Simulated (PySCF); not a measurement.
Molecule: C3HO, net charge 0, doublet state. It need not be the lowest isomer of its formula. SMILES: C(C#[C])=O
Coordinates optimised at B3LYP-D3(BJ)/def2-TZVP (Ansatz):
```
C
O 1 1.2068
H 1 1.1007 2 122.88
C 1 1.4436 3 116.72 2 180.00
C 4 1.2367 1 163.60 3 0.00
```
Charge 0, spin multiplicity 2.

Dispersion corrections to the total energy (kcal/mol) from the dftd3 and dftd4 libraries through PySCF: D3(BJ) without and D4 with the three-body term, each with the damping fitted for the functional named.

```tsv
functional	D3(BJ)	D4
CAM-B3LYP	___	-1.44
revPBE	___	-6.11
BLYP	-4.05	-3.98
B3LYP	-3.30	-2.82
r2SCAN	-0.49	___
PBE0	-1.59	-1.44
PBE	-1.87	-1.74
```

Question: Complete the blanks.

Answer: 
- CAM-B3LYP, D3(BJ): -1.41
- revPBE, D3(BJ): -4.92
- r2SCAN, D4: -0.41
